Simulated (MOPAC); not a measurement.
MOPAC input (PM7):

```
PM7 PRECISE GNORM=0.05 LET XYZ GEO-OK AUX(PRECISION=9) THREADS=1
H2O2Zn

Zn   -0.00008980 1    0.00825935 1    0.00149559 1
O     1.15322027 1    0.17235594 1   -1.33933898 1
H     1.89052631 1    0.76562089 1   -1.16732344 1
O    -1.15147916 1   -0.33250027 1    1.31034033 1
H    -1.90176129 1    0.26775330 1    1.35444500 1
```

From the last part of the output:

```
                                                       MOPAC v23.2.5 Linux

          FINAL HEAT OF FORMATION =        -60.64937 KCAL/MOL =    -253.75695 KJ/MOL

          COSMO AREA              =         77.55 SQUARE ANGSTROMS
          COSMO VOLUME            =         53.37 CUBIC ANGSTROMS

          GRADIENT NORM           =          0.04127          =       0.01846 PER ATOM
          IONIZATION POTENTIAL    =         11.123818 EV
          HOMO LUMO ENERGIES (EV) =        -11.124  0.766
          NO. OF FILLED LEVELS    =          8
          MOLECULAR WEIGHT        =         99.3946         POINT GROUP:  C2h

          MOLECULAR DIMENSIONS (Angstroms)

            Atom       Atom       Distance
            H     5    H     3     4.57097
            O     4    O     2     1.25108
            O     2    H     3     0.03737

          SCF CALCULATIONS        =        217

   ATOM   CHEMICAL          X               Y               Z
  NUMBER   SYMBOL      (ANGSTROMS)     (ANGSTROMS)     (ANGSTROMS)

     1      Zn         -0.00024698  *   0.02250517  *   0.00406902  *
     2       O          1.07297654  *   0.27221555  *  -1.31278829  *
     3       H          1.97986590  *   0.27602794  *  -1.10929526  *
     4       O         -1.07352274  *  -0.23065872  *   1.32023916  *
     5       H         -1.98072178  *  -0.16101161  *   1.13046748  *

                             CARTESIAN COORDINATES

   1   Zn       -0.000246981     0.022505168     0.004069020
   2    O        1.072976539     0.272215552    -1.312788294
   3    H        1.979865904     0.276027939    -1.109295259
   4    O       -1.073522740    -0.230658717     1.320239163
   5    H       -1.980721784    -0.161011610     1.130467477

           Empirical Formula: H2 O2 Zn  =     5 atoms

      MOLECULAR POINT GROUP   :   C2h

                  EIGENVALUES
 -27.90097 -27.19688 -15.92380 -15.49586 -12.29954 -11.71914 -11.44128 -11.12382
   0.76621   3.46394   3.71829   5.50978   6.69537   7.66459

              NET ATOMIC CHARGES AND DIPOLE CONTRIBUTIONS

  ATOM NO.   TYPE          CHARGE      No. of ELECS.   s-Pop       p-Pop
    1         Zn           0.892867        1.1071     0.62017     0.48696
    2          O          -0.781046        6.7810     1.73974     5.04131
    3          H           0.334612        0.6654     0.66539
    4          O          -0.781044        6.7810     1.73974     5.04130
    5          H           0.334611        0.6654     0.66539
 DIPOLE           X         Y         Z       TOTAL
 POINT-CHG.    -0.000     0.125     0.024     0.128
 HYBRID        -0.000     0.013     0.003     0.014
 SUM           -0.000     0.139     0.026     0.141

          ATOMIC ORBITAL ELECTRON POPULATIONS

     Atom    s        px        py        pz
    1 Zn   0.62017   0.19365   0.06295   0.23037
    2  O   1.73974   1.40750   1.96340   1.67040
    3  H   0.66539
    4  O   1.73974   1.40716   1.95721   1.67692
    5  H   0.66539

 **********************
 *                    *
 * JOB ENDED NORMALLY *
 *                    *
 **********************

 == MOPAC DONE ==
```
